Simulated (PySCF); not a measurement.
Two structures of SnH₆O, singlet, reached by relaxing down either side of one saddle point (PBE0-D4/def2-TZVP). Energies are electronic, without zero-point energy. PySCF 2.14 with density fitting (its default auxiliary sets; JK sets also for MP2 and CCSD(T)); basis: def2-TZVPP and def2-QZVPP; cores frozen in the correlated methods. Filled d shells of the heavier atoms are correlated. Core potentials replace the inner electrons of the atoms past krypton. The def2 sets are not built for correlating such inner shells, so the correlated values are less sure here. Extrapolation: Hartree–Fock as exp(−7.88 √X), correlation as X^−2.97. First:

| atom | x (Å) | y (Å) | z (Å) |
| --- | --- | --- | --- |
| Sn1 | -0.8383 | 0.5986 | -0.7125 |
| H2 | -0.3384 | 1.5528 | 0.6088 |
| H3 | 0.5000 | 0.1196 | -1.6511 |
| H4 | -1.7481 | -0.7398 | -0.1954 |
| H5 | -1.8388 | 1.5795 | -1.7023 |
| H6 | 1.2729 | -0.6990 | 1.9058 |
| O7 | 1.0745 | -1.1510 | 1.0823 |
| H8 | 1.9242 | -1.2943 | 0.6588 |

Second:

```
8
angstrom
Sn -0.4504 -0.1941 -1.0801
H -0.1386 1.3382 2.5437
H -0.2400 -1.1579 -2.4754
H -1.9168 -0.5003 -0.2817
H -0.2242 1.4606 -1.4409
H 0.2214 0.8065 2.1584
O 0.9041 -0.7321 0.2483
H 1.8045 -0.6533 -0.0736
```

(1) Which bonds change from the first to the second?

(2) Give the saddle point's structure and its height above each. (Judge from chemistry; the value comes from the calculation.)

The T1 diagnostic stays at or below 0.015.

## Answers

(1) SnH₄ + H₂O → SnH₄O ([OH][SnH3]) + H₂; bonds formed: Sn1–O7, H2–H6; bonds broken: Sn1–H2, H6–O7.

(2) Computed: 163.6 kJ/mol above the first and 153.5 kJ/mol above the second (CCSD(T) at an estimated basis limit (MP2 extrapolated from triple and quadruple zeta, plus CCSD(T) − MP2 in triple zeta)).
```
8
angstrom
Sn -0.6332 0.1365 -0.5182
H -0.0976 0.7949 1.4050
H -0.2201 -0.8172 -1.8902
H -2.1408 -0.3757 0.0771
H -0.5104 1.7714 -0.9896
H 0.6569 0.0771 1.2276
O 1.0256 -0.8072 0.5252
H 1.9196 -0.7796 0.1631
```

Labels in which every atom is bracketed show which atoms are joined, not bond orders.

For scale, one of the runs: CCSD(T)/def2-TZVPP, 165 basis functions, launched by `OMP_NUM_THREADS=4 python run.py`. Hardware: 4 CPU threads of an Intel Xeon, shared host. Wall time 5 min; peak host memory 1.7 GiB.
